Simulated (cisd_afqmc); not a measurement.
Input (AFQMC/CISD/def2-SVP; cisd_afqmc is a phaseless AFQMC code with CISD trial states that reads the integrals written by Ansatz):

Ansatz 0.2 input:
```python
import cisd_afqmc

open("ham.yaml", "w").write("""\
crystal:
  periodic: [false, false, false]
  atoms:
    - {symbol: B, position_ang: [-0.69876146, -0.43165672, -0.46798584]}
    - {symbol: H, position_ang: [-1.57097013, -0.97045966, -1.05213556]}
    - {symbol: I, position_ang: [-0.40741924, 1.63941174, -0.77324981]}
    - {symbol: I, position_ang: [0.50298108, -1.58037885, 0.83725103]}
basis:
  gaussian:
    orbitals: def2-SVP
magnetization: {spin_polarized: false}
correlation: {method: ccsd, electrons: outside_noble_gas, hamiltonian_folder: ham}
""")
rep = cisd_afqmc.ansatz("ham.yaml")
e_ccsd = rep["correlation"]["coupled_cluster"]["energy"]["hartree"]
out = cisd_afqmc.run("ham", e_ccsd, trial="CISD", walkers=100, populations=8, threads=8, dt=0.005, steps=40, early=36, settle=10, least=32,
    cut=5e-5, rank_cut=2e-4, target=0.0004, seconds=1500, seed=1, memory=17280, gpu=False)
```

Output:

```
orbitals 52, occupied [9], factors 304 of 865, rank of the doubles 171 of 387
E(HF) = -618.590854
E(CCSD) on the cut factors = -618.897704, shift to the whole factors -0.000008
Energy of the trial state on the determinant = -618.897609
  tau behind 10.8 of longer steps, mean of the populations' last blocks
   2.0  -618.90731
   4.0  -618.90889
   6.0  -618.90758
   8.0  -618.90931
  10.0  -618.90800
blocks 424 (0 outliers left out), error by blocks joined: 1: 0.00018, 2: 0.00023, 4: 0.00029, 8: 0.00034, 16: 0.00039
E(AFQMC/CISD) = -618.90849 +/- 0.00039
```
